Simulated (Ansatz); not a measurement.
Stepwise reaction of `O[SiH2][SiH](O)F` with hydrogen chloride, as a gas-phase model of exchange steps in deposition or etching. ΔE in kJ/mol.

Calculated with Ansatz (gas phase, PBE0-D4/def2-TZVP geometries, no zero-point term in ΔE). CCSD(T)/CBS is the MP2 limit (def2-TZVPP, def2-QZVPP) plus CCSD(T) − MP2 in def2-TZVPP, frozen cores. This one scheme is used for every species. DFT in def2-TZVPP. B3LYP here is the variant with VWN-RPA as its local correlation; programs differ in this. Each species was taken in one conformer, which may not be the lowest.

| step | reaction | PBE-D4 | B3LYP-D4 | ωB97M-V | CCSD(T)/CBS |
| --- | --- | --- | --- | --- | --- |
| 1 | `O[SiH2][SiH](O)F` + HCl → `O[SiH](F)[SiH2]Cl` + H₂O | -18.6 | -11.3 | -12.3 | -14.9 |

Problem. Give the row of step 2, `O[SiH](F)[SiH2]Cl` + HCl → `F[SiH](Cl)[SiH2]Cl` + H₂O. (Estimate.)

Solution. The calculation gave: 
```
step                                                reaction  PBE-D4  B3LYP-D4  ωB97M-V  CCSD(T)/CBS
   2  `O[SiH](F)[SiH2]Cl` + HCl → `F[SiH](Cl)[SiH2]Cl` + H₂O     1.4       7.7      7.1          4.4
```

Problem. By hand: ΔE of the 2 steps together at CCSD(T)/CBS.

Solution. (-14.9) + (4.4) = -10.5 kJ/mol, or -5.2 kJ/mol a step.

In ΔE each step is higher than the one before. PBE-D4 differs from CCSD(T)/CBS by -3.7 to -3.0 kJ/mol a step. Only this route is followed, and other bonds may react first. Isolated molecules leave out the surface, adducts and barriers. Largest T1 diagnostic: 0.012.
